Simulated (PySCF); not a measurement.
# How methods differ on the ionisation energy of Ca⁹⁺

Ca⁹⁺ [Ne] 3s1 [3s1/2^1, M_J = 1/2] → Ca¹⁰⁺ [Ne], as a difference of total energies. Calculation: PySCF 2.14, in an even-tempered Gaussian basis (19 s from 0.53 bohr⁻², ratio 2.4; 13 p from 0.69 bohr⁻², ratio 2.4; 5 d from 2.5 bohr⁻², ratio 2.6; 4 f from 3.8 bohr⁻², ratio 2.6); the two-component X2C-1e Hamiltonian. Correlated levels: 1s2 frozen; the 50 highest virtual spinors dropped. "Screened" scales the spin-orbit matrix elements by Boettger's factors to mimic the two-electron term; Breit and QED terms are absent.

```tsv
method	ionisation energy (eV)
GHF (screened spin-orbit)	210.73
GMP2 (screened spin-orbit)	211.25
```

**Question.** How much does correlation contribute at GMP2 (screened spin-orbit)?

**Answer.** 211.25 − (210.73) = 0.52 eV, measured against GHF (screened spin-orbit).

For comparison: 211.28 eV (semi-empirical (NIST evaluation); NIST Atomic Spectra Database, ionization energies).
